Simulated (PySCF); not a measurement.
## How methods differ on the excitation energy of Mo(2+)

Mo(2+) [Kr] 4d4 (5D) → Mo(2+) [Kr] 4d3 5s1 (5F), as a difference of total energies. Computed with PySCF 2.14 in aug-cc-pVTZ-DK (9s8p6d3f2g, 102 functions), with the spin-free X2C one-electron Hamiltonian (Gaussian nucleus). Correlated levels: valence: [Kr] frozen. The calculations carry no spin-orbit coupling.

| method | excitation energy (eV) |
| --- | --- |
| UHF | 3.884 |
| LDA | 3.822 |
| PBE | 3.873 |
| PBE0 | 4.039 |
| r2SCAN | 3.850 |
| BP86 | 3.824 |
| r2SCANh | 3.899 |
| wB97M-V | 4.077 |
| MP2 (valence) | 4.046 |
| SCS-MP2 (valence) | 3.938 |

Problem. How much does correlation contribute at MP2 (valence)?

Solution. 4.046 − (3.884) = 0.162 eV, measured against UHF.

A first-order spin-orbit estimate (lowest level to lowest level, LS coupling) adds -0.061 eV.
